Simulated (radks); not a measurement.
Ho+, 66 electrons, occupied as [Xe] 4f11 6s1.

Method: scalar-relativistic Kohn-Sham, BLYP, spin-polarised, spherical densities, point nucleus; open shells are filled with parallel spins first (spin-orbit coupling, left out, can overturn this in heavy ions); computed with a radial shooting solver on a logarithmic mesh with Libxc functionals.

Energy parts (hartree):
total: -12617.0387
kinetic: 13647.3176
electron-nucleus: -30905.6522
Hartree: 4912.3176
exchange-correlation: -271.0216

Orbitals (lengths in bohr, moments of r in powers of bohr; r(max) is where P^2 peaks):
| orbital | occ. | eigenvalue (hartree) | r(max) | <r> | <1/r> |
|---|---|---|---|---|---|
| 1s up | 1 | -2040.085 | 0.01311 | 0.02074 | 76.07 |
| 1s down | 1 | -2040.085 | 0.01311 | 0.02074 | 76.07 |
| 2s up | 1 | -341.4258 | 0.07461 | 0.08808 | 17.69 |
| 2s down | 1 | -341.4245 | 0.07461 | 0.08808 | 17.69 |
| 2p up | 3 | -302.4895 | 0.06060 | 0.07806 | 16.38 |
| 2p down | 3 | -302.4885 | 0.06060 | 0.07806 | 16.38 |
| 3s up | 1 | -76.44296 | 0.2112 | 0.2299 | 6.515 |
| 3s down | 1 | -76.39824 | 0.2112 | 0.2298 | 6.518 |
| 3p up | 3 | -64.54791 | 0.2077 | 0.2289 | 6.096 |
| 3p down | 3 | -64.50331 | 0.2077 | 0.2288 | 6.099 |
| 3d up | 5 | -49.45572 | 0.1696 | 0.2079 | 5.781 |
| 3d down | 5 | -49.42150 | 0.1695 | 0.2078 | 5.784 |
| 4s up | 1 | -15.31727 | 0.4837 | 0.5188 | 2.751 |
| 4s down | 1 | -15.21907 | 0.4836 | 0.5188 | 2.750 |
| 4p up | 3 | -11.40303 | 0.5054 | 0.5501 | 2.519 |
| 4p down | 3 | -11.30630 | 0.5053 | 0.5502 | 2.518 |
| 4d up | 5 | -6.11905 | 0.5228 | 0.5963 | 2.222 |
| 4d down | 5 | -6.02424 | 0.5227 | 0.5969 | 2.221 |
| 4f up | 7 | -0.38332 | 0.5228 | 0.8402 | 1.610 |
| 4f down | 4 | -0.30115 | 0.5242 | 0.8687 | 1.583 |
| 5s up | 1 | -2.10653 | 1.132 | 1.273 | 1.042 |
| 5s down | 1 | -2.05890 | 1.137 | 1.281 | 1.034 |
| 5p up | 3 | -1.19957 | 1.295 | 1.515 | 0.8622 |
| 5p down | 3 | -1.16365 | 1.304 | 1.526 | 0.8542 |
| 6s up | 1 | -0.34123 | 3.172 | 3.618 | 0.3459 |
| 6s down | 0 | -0.31754 | 3.179 | 3.655 | 0.3435 |

The highest occupied level is 4f down at -8.195 eV. The configuration is held as typed, so some empty levels lie below it. Summed over all electrons, <r^2> = 53.14 bohr^2, which gives a Langevin (diamagnetic) susceptibility term of -42.1 x 10^-6 cm^3/mol.
